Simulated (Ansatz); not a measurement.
C2H8BCl2N (`C[NH2+][B-](C)(Cl)Cl`), 14 atoms. Total charge 0; spin multiplicity 1. All runs use 4 threads of an Arm Neoverse V2 on a shared host. Correlated methods freeze the cores.

Task: Give the basis size and wall time and peak host memory of each of these runs in Ansatz. RHF-CCSD(T)/def2-TZVPP energy; RHF-CCSD(T)/def2-SVP energy; RKS ωB97M-V/def2-SVP energy; RKS BLYP-D4/def2-TZVPP energy; RKS ωB97M-V/def2-QZVPP energy; RKS PBE0-D4/def2-TZVP frequencies; RKS HSE06 (plane-wave form)-D4/def2-TZVPP energy; RKS PBE0-D4/def2-TZVP relaxation (6 steps); RHF-MP2/def2-QZVPP energy; RKS B97M-V/def2-TZVPP energy; RKS PBE-QIDH (frozen core)/def2-TZVPP energy; RKS PBE0-D4/def2-QZVPP energy. (An estimate is asked.)

Result: Computed: Other jobs shared the machine, so times are rough.

```tsv
level	job	functions	wall time	peak host memory (GiB)
RKS BLYP-D4/def2-TZVPP	energy	320	3.5 s	0.54
RKS HSE06 (plane-wave form)-D4/def2-TZVPP	energy	320	6.5 s	1.2
RKS ωB97M-V/def2-SVP	energy	132	7 s	0.49
RKS PBE-QIDH (frozen core)/def2-TZVPP	energy	320	11 s	1.1
RKS B97M-V/def2-TZVPP	energy	320	15 s	0.65
RHF-CCSD(T)/def2-SVP	energy	132	16 s	0.89
RKS PBE0-D4/def2-QZVPP	energy	608	18 s	2.9
RKS ωB97M-V/def2-QZVPP	energy	608	36 s	3.4
RKS PBE0-D4/def2-TZVP	relaxation (6 steps)	246	41 s	0.82
RHF-MP2/def2-QZVPP	energy	608	48 s	5.7
RKS PBE0-D4/def2-TZVP	frequencies	246	6 min	0.82
RHF-CCSD(T)/def2-TZVPP	energy	320	22 min	5
```
